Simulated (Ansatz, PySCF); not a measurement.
Reaction (SMILES): N[Si](N)(N)Cl -> [NH][Si](N)(N)Cl + H atom (the H-N bond at the site shown breaks; other sites are not compared here)
Structures are relaxed separately at B3LYP-D3(BJ)/def2-TZVP in Ansatz (a program for electronic structure), one conformer each, not searched for the lowest. Frequencies are from Ansatz or PySCF.

Property: bond dissociation energy (0 K, with B3LYP-D3(BJ) harmonic zero-point energies), in eV. Valence correlation only, unless marked. Open shells are spin-unrestricted. No spin-orbit coupling. No relativistic terms. CBS marks a two-point X^-3 extrapolation of the correlation energy; Hartree-Fock from the larger set.

```
level                                        program  bond dissociation energy (eV)
------------------------------------  --------------  -----------------------------
revPBE-D4/def2-TZVPD                  Ansatz + dftd4                           4.52
B97M-V/def2-TZVPD                             Ansatz                              …
HSE06-D4/def2-TZVPD                   Ansatz + dftd4                              …
CAM-B3LYP-D3(BJ)/def2-TZVPD           Ansatz + dftd3                           4.72
SCS-MP2/6-31G*                                Ansatz                           4.37
CCSD(T)/CBS(cc-pV(T+d)Z,cc-pV(Q+d)Z)          Ansatz                           4.83
```

Fill in the missing entries.


- B97M-V/def2-TZVPD, bond dissociation energy (eV): 4.62
- HSE06-D4/def2-TZVPD, bond dissociation energy (eV): 4.63
